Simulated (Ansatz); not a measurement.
Species: SnH2, net charge 0, singlet state. SMILES: [SnH2]
Geometry: optimised at B3LYP-D3(BJ)/def2-TZVP (Ansatz, a program for electronic structure).

Parts of the frozen-core correlation energy in def2-SVP (Ansatz, hartree). Frozen orbitals: 9; correlated occupied orbitals by spin: 3 and 3; virtual: 24 and 24. No spin-orbit coupling. Past Kr the def2 sets carry scalar-relativistic core potentials. The restricted reference is unstable.

```tsv
term	value
reference (HF)	-214.46757
MP2 opposite-spin	-0.06806
MP2 same-spin	-0.00679
CCSD correlation	-0.09951
(T)	-0.00176
CCSDT minus CCSD(T)	-0.00048
CCSDT(Q) minus CCSD(T)	-0.00055
T1 diagnostic	0.014
largest doubles amplitude	0.086
```
